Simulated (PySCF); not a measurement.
Computed IR spectrum (relative IR intensity) of a molecule C5H7O, multiplicity 2. The structure is a stationary point at r2SCAN-D4/def2-SVP. One conformer was computed; it need not be the lowest. Method: r2SCAN-D4/def2-SVP run with PySCF. No scaling factor is applied to the harmonic values.

Lines under 2 % of the strongest are left out, and lines within 2 cm⁻¹ are merged.

ν (cm⁻¹): 152 (vw), 456 (w), 594 (vw), 620 (w), 680 (w), 797 (w), 964 (w), 976 (w), 1095 (vw), 1180 (m), 1196 (vw), 1279 (w), 1300 (vw), 1334 (w), 1343 (w), 1414 (w), 1427 (w), 1469 (vw), 1686 (vs), 2962 (w), 3032 (w), 3053 (m), 3067 (m), 3118 (w), 3125 (w), 3212 (vw) (against the strongest line: vs over 80 %, s over 45 %, m over 15 %, w over 4 %, vw less)

Identify the compound among the candidates.
A. O=C1C[CH]CC1
B. O=C1[CH]CCC1
C. C[C]=CC(C)=O

B, O=C1[CH]CCC1
